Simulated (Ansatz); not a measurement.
CH5Si (SMILES C[SiH2]) moved off its minimum; all values from Ansatz (a quantum-chemistry and plane-wave program), cores frozen in correlated methods. Open shells are unrestricted.
(charge 0, multiplicity 2)
```xyz
7

C     -1.2028    -0.1157     0.2111
Si     0.7604     0.1224    -0.1906
H     -1.6601     0.4936    -0.4807
H     -1.3946    -1.1647    -0.1322
H     -1.4166     0.0215     1.4505
H      1.1452     1.4309     0.1928
H      1.5684    -1.0533     0.5531
```

Question: Give the forces (eV/Å), the total energy and the dipole at CCSD(T)/cc-pV(T+d)Z.

Answer: 
```
atom      Fx      Fy      Fz
----  ------  ------  ------
C1     2.801  -2.188   3.318
Si2   -1.369  -2.673   0.969
H3    -1.648   1.827  -0.883
H4    -0.097   0.679   0.713
H5     0.322  -0.206  -3.787
H6     0.639   1.218   0.412
H7    -0.649   1.343  -0.742
```
Energy -330.0084 hartree, dipole 0.44 D.
